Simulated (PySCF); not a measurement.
Isomers C6H11ClO2:

A. `CC(=O)O[C@@H](C)[C@@H](C)Cl`
B. SMILES O(C)[C@@H](C)[C@@H](C)C(=O)Cl
C. `COCC(C)(C)C(=O)Cl`

Spectrum 1. ¹H NMR (500 MHz, computed): δ 3.55 (s, 3H), 3.17 (m, 1H), 2.67 (m, 1H), 1.55 (d, 3H), 1.18 (d, 3H). ¹³C{¹H} NMR (computed): δ 188.9 (C), 81.2 (CH), 62.7 (CH), 58.9 (CH3), 19.2 (CH3), 17.1 (CH3).

Spectrum 2. ¹H NMR (500 MHz, computed): δ 3.59 (s, 3H), 3.41 (s, 2H), 1.39 (s, 6H). ¹³C{¹H} NMR (computed): δ 191.2 (C), 80.8 (CH2), 61.4 (CH3), 54.2 (C), 25.4 (CH3).

Spectrum 3. ¹H NMR (500 MHz, computed): δ 5.35 (m, 1H), 3.56 (m, 1H), 2.10 (s, 3H), 1.46 (d, 3H), 1.46 (d, 3H). ¹³C{¹H} NMR (computed): δ 175.3 (C), 75.1 (CH), 64.9 (CH), 24.0 (CH3), 23.6 (CH3), 20.9 (CH3).

How the numbers were obtained: coordinates at the GFN2-xTB level, σ from GIAO-PBE0/pcSseg-1, in PySCF 2.14 (a single conformation, one averaged value for each set of equivalent atoms, no solvent, non-relativistic).

Referencing at the same level of theory: ¹H and ¹³C vs TMS. Where no couplings were computed, multiplicities follow the n + 1 count of equivalent neighbours, and m marks all less simple cases (inequivalent or close neighbours, rings, F or P nearby). Shifts are as computed. Against solution values, carbons near 30 ppm lie about +3 ppm off and those near 130 ppm about +5 ppm; carbons on Cl a further +6 ppm. Of 1211 compounds with measured shifts, 218 miss one by over three times the rms of a fit or turn the order of signals round; such compounds aren't used in these exercises. Carbons bonded to Cl come out too deshielded.

**Question.** Which spectrum belongs to which compound?

**Answer.** 1–B, 2–C, 3–A.

- Spectrum 1 (B): 6 ¹³C signals; δC 81.2 is an sp3 CH bonded to O; δC 58.9 is a methyl carbon bonded to O.
- Spectrum 2 (C): 5 ¹³C signals; δC 80.8 is an sp3 CH2 bonded to O; δC 61.4 is a methyl carbon bonded to O.
- Spectrum 3 (A): 6 ¹³C signals; δC 175.3 is an ester carbonyl carbon; δC 75.1 is an sp3 CH bonded to O.
